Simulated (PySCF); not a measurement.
C4H4F2, SMILES C1([C@H](F)CC=1)F. Atoms are numbered in the order given.

```xyz
10

F      1.8946    -0.5154    -0.2801
C      0.6620    -0.0264    -0.3640
C     -0.0870     0.4693    -1.3717
C     -1.2708     0.7234    -0.4445
C     -0.3408     0.2512     0.7258
F     -0.7890    -0.8230     1.4670
H      0.0887     0.6717    -2.4367
H     -2.1307     0.0351    -0.5740
H     -1.6372     1.7695    -0.3741
H     -0.0520     1.0641     1.4299
```

Geometry optimised at PBE-D3(BJ)/def2-SVP. The structure was generated by enumeration; whether it is a known compound was not checked.

Two levels are set side by side: PBE/pcSseg-1 (PySCF) and PBE0/pcSseg-1 (PySCF). GIAO shifts against CFCl3 (¹⁹F), TMS (¹H), TMS (¹³C) at the same level; non-relativistic, no solvent, atoms listed together averaged. Differences are taken from unrounded values.

| quantity | PBE0 |
|---|---|
| δ(¹⁹F) of F1 (ppm) | -88.7 |
| δ(¹³C) of C2 (ppm) | 166.6 |
| δ(¹³C) of C3 (ppm) | 118.7 |
| δ(¹³C) of C4 (ppm) | 35.7 |
| δ(¹³C) of C5 (ppm) | 94.9 |
| δ(¹⁹F) of F6 (ppm) | -200.8 |
| δ(¹H) of H7 (ppm) | 5.73 |
| δ(¹H) of H8, H9 (ppm) | 2.90 |
| δ(¹H) of H10 (ppm) | 5.94 |

Problem. What does PBE give, and how far is it from PBE0? (The exact figures need the calculation; the answer reports its results.)

Solution. 
| quantity | PBE | PBE minus PBE0 |
|---|---|---|
| δ(¹⁹F) of F1 (ppm) | -98.9 | -10.2 |
| δ(¹³C) of C2 (ppm) | 165.5 | -1.1 |
| δ(¹³C) of C3 (ppm) | 116.1 | -2.6 |
| δ(¹³C) of C4 (ppm) | 37.3 | 1.6 |
| δ(¹³C) of C5 (ppm) | 98.6 | 3.7 |
| δ(¹⁹F) of F6 (ppm) | -216.8 | -16.0 |
| δ(¹H) of H7 (ppm) | 5.61 | -0.12 |
| δ(¹H) of H8, H9 (ppm) | 2.87 | -0.03 |
| δ(¹H) of H10 (ppm) | 6.07 | 0.14 |

Rough cost on one machine, each run with all the roots and properties that it gave: PBE0 against PBE within a factor of 2.
